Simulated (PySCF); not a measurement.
Al(F)(OH)(SMe) (CH₄AlFOS), SMILES C[S][Al]([OH])[F]. Atoms are numbered in the order given.

```xyz
9

Al     0.0128     0.8061     0.0000
F     -0.9465     2.1794     0.0000
O      1.7218     0.9039     0.0000
H      2.2088     1.7422     0.0000
S     -0.8942    -1.1639     0.0000
C      0.6428    -2.1985     0.0000
H      1.5571    -1.5771     0.0000
H      0.6315    -2.8381     0.9024
H      0.6315    -2.8381    -0.9024
```

Coordinates come from a PBE-D3(BJ)/def2-SVP optimisation. Other conformers were not sampled.

Two levels are set side by side: PBE/pcSseg-1 (PySCF) and KT2/pcSseg-1 (PySCF). GIAO shifts against CFCl3 (¹⁹F), H2O (¹⁷O), H2S (³³S), TMS (¹H), TMS (¹³C) at the same level; non-relativistic, no solvent, atoms listed together averaged. Differences are taken from unrounded values.

```
quantity               KT2
------------------  ------
δ(¹⁹F) of F2 (ppm)  -193.2
δ(¹⁷O) of O3 (ppm)    28.7
δ(¹H) of H4 (ppm)     2.07
δ(³³S) of S5 (ppm)     2.3
δ(¹³C) of C6 (ppm)    16.3
```

Question: What does PBE give, and how far is it from KT2? (The exact figures need the calculation; the answer reports its results.)

Answer: 
| quantity | PBE | PBE minus KT2 |
|---|---|---|
| δ(¹⁹F) of F2 (ppm) | -187.0 | 6.1 |
| δ(¹⁷O) of O3 (ppm) | 31.2 | 2.5 |
| δ(¹H) of H4 (ppm) | 2.04 | -0.03 |
| δ(³³S) of S5 (ppm) | 1.6 | -0.7 |
| δ(¹³C) of C6 (ppm) | 16.7 | 0.4 |

Rough cost on one machine, each run with all the roots and properties that it gave: KT2 against PBE within a factor of 2.
